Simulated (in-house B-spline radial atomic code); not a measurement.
## B97-1 excitations of Ti V (Ti4+)

Method: B97-1. Computed with a B-spline radial code for spherical atoms: linear response of the closed shell [Ne] 3s2 3p6 with the functional's adiabatic kernel; non-relativistic, point nucleus, no spin-orbit coupling, no double excitations, S, P, D and F terms only. Only terms of natural parity with L up to 3 were computed.

Command:
```bash
python run_td.py task.json out
```
Settings (radii: box in bohr, nucleus in fm):
```
Z                        22
electrons                18
configuration            [Ne] 3s2 3p6
hamiltonian              nr
method                   b97_1
box_radius               19.1
intervals                53
```

Cost of the run: 0.8 s on 1 thread of Arm Neoverse N1, on a shared host.

The lowest states, in the order of their Tamm-Dancoff energies; the method's threshold (minus the highest occupied level) is 91.65 eV. Labels give the largest channel, * marks a mixed state, and oscillator strengths are full-response dipole values. Semilocal kernels can invert the small singlet-triplet splittings of Rydberg terms. Energies in eV:

```json
{"state": "3p → 3d 3P", "full response": "34.08", "Tamm-Dancoff": "34.21", "oscillator strength": "-"}
{"state": "3p → 3d 3F", "full response": "?", "Tamm-Dancoff": "?", "oscillator strength": "-"}
{"state": "3p → 3d 1F", "full response": "37.58", "Tamm-Dancoff": "37.59", "oscillator strength": "-"}
{"state": "3p → 3d 1P", "full response": "48.48", "Tamm-Dancoff": "50.55", "oscillator strength": "4.25"}
{"state": "3p → 4s 3P", "full response": "?", "Tamm-Dancoff": "?", "oscillator strength": "-"}
{"state": "3p → 4s 1P", "full response": "53.43", "Tamm-Dancoff": "53.57", "oscillator strength": "0.121"}
{"state": "3p → 4p 3S", "full response": "58.54", "Tamm-Dancoff": "58.57", "oscillator strength": "-"}
{"state": "3p → 4p 3D", "full response": "58.99", "Tamm-Dancoff": "59.02", "oscillator strength": "-"}
{"state": "3p → 4p 1D", "full response": "59.48", "Tamm-Dancoff": "59.48", "oscillator strength": "-"}
{"state": "3s → 3d 3D", "full response": "60.45", "Tamm-Dancoff": "60.49", "oscillator strength": "-"}
```

(1) Where does 3p → 4s 3P lie?

(2) Where does 3p → 3d 3F lie?

(3) How large is the singlet-triplet splitting of 3p → 3d (F terms) in Tamm-Dancoff?

(4) What polarisabilities and dispersion coefficient does the method give?

Answers

(1) At 52.80 eV in full response, 52.81 eV in Tamm-Dancoff.

(2) At 34.60 eV in full response, 34.78 eV in Tamm-Dancoff.

(3) 2.8 eV, from the unrounded values.

(4) Dipole 1.494 bohr³, quadrupole 1.969 bohr⁵, C6 3.245 hartree·bohr⁶ for two such species.
